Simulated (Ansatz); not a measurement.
Ansatz (a quantum-chemistry and plane-wave program) input (RI-MP2/def2-TZVPPD):
A basis named .json is the Basis Set Exchange file of that set.

Ansatz 0.2 input:
```yaml
crystal:
  periodic: [false, false, false]
  atoms:
    - {symbol: Mn, position_ang: [-0.00000000, -0.00000000, -0.91190951]}
    - {symbol: Cl, position_ang: [0.00000000, 0.00000000, 1.34104340]}
basis:
  gaussian:
    orbitals: def2-TZVPPD.json
    fitting: {mean_field: def2-universal-jkfit, correlation: def2-TZVPPD-RIFIT.json}
magnetization: {spin_polarized: true, initial_magnetization: 6}
correlation: {method: mp2, electrons: outside_noble_gas}
```

Output:

```
Functional definition: HF
integrals: 0.05 GiB planned
392 factors; integrals over basis functions are off by at most 1.4e0 eV
364 factors; integrals over basis functions are off by at most 1.6e2 eV
mean field: 0.27 GiB planned
mean field evaluation 1: about -43792.5644 eV, gradient 1.4e1 eV
mean field evaluation 2: about -43794.5238 eV, gradient 5.6e0 eV
mean field evaluation 4: about -43795.0745 eV, gradient 1.2e0 eV
mean field evaluation 8: about -43795.1053 eV, gradient 2.6e-6 eV
mean field -43795.10527083 eV, -1609.4404333146 hartree, gradient 2.6e-6 eV, S^2 12.004165; 0 other end points of the search recorded, 0 dependent functions left out
14 core orbitals not correlated
reference -43795.10527083 eV, -1609.4404333146 hartree; 10, 4 occupied and 94, 100 virtual orbitals, 364 factors
second order -8.16111171 eV of doubles, -0.00000000 eV of singles
Total energy: -43803.26638255 eV, -1609.7403486382 hartree
```

The spin state was set by rule; other spins were not relaxed.
